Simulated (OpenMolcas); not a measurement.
Mn3+ among 2 point charges of -1.5 e arranged as a linear pair (D∞h), 2.04 Å from the ion.
```
   0.0000    0.0000    2.0400  -1.50
   0.0000    0.0000   -2.0400  -1.50
```

| Item | Value |
| --- | --- |
| Program | OpenMolcas 26.06 |
| Method | SS-CASPT2, IPEA 0.25 Eh, imaginary shift 0.1 Eh (closed shells correlated: 3s 3p) |
| Basis | ANO-RCC-VDZP [5s4p2d1f] |
| Scalar Hamiltonian | DKH2, point nucleus |
| Active space | 4 electrons in 5 orbitals (3d) |
| State averaging | 2S+1 = 5 even, 5 roots; 2S+1 = 3 even, 45 roots; 2S+1 = 1 even, 50 roots |
| Spin-orbit coupling | RASSI with atomic mean-field integrals over the reference wave functions |

(1) What is the spin-free ground state (labels by Λ)?

(2) Where is the first state of the same spin?

(3) What are the lowest two levels with spin-orbit coupling?

(4) What is χT at 300 K, and how does it compare with the textbook value?

Results:

(1) 5Σ, 1-fold in its orbital part, 100 % from free-ion D terms; it has the highest spin that d4 allows.

(2) 5Π at 2870 cm-1 above the ground state.

(3) A 1-fold level, then a 2-fold level 13 cm-1 above it. Their leading multiplicities are 5 (100 %) and 5 (100 %).

(4) The lowest level has 2S+1 = 5, for which the spin-only value is χT = S(S+1) / 2 = 3.000 cm3 K/mol (g = 2). The computed 2.698 at 300 K differs by -0.302, through orbital momentum, spin-orbit coupling and any other state in reach.

Roots that are degenerate in the reference are averaged as groups; the widest CASPT2 spread within a group is 25 cm-1 (the 2-fold group of multiplicity 1 near 72000 cm-1 above the lowest state of its run). Shifts and gaps below about the spread of the groups concerned are not significant. Free-ion shares, where given, are those of the reference states; single-state CASPT2 does not remix them. This is an electrostatic model: the charges have no orbitals. No measured value stands beside these numbers.
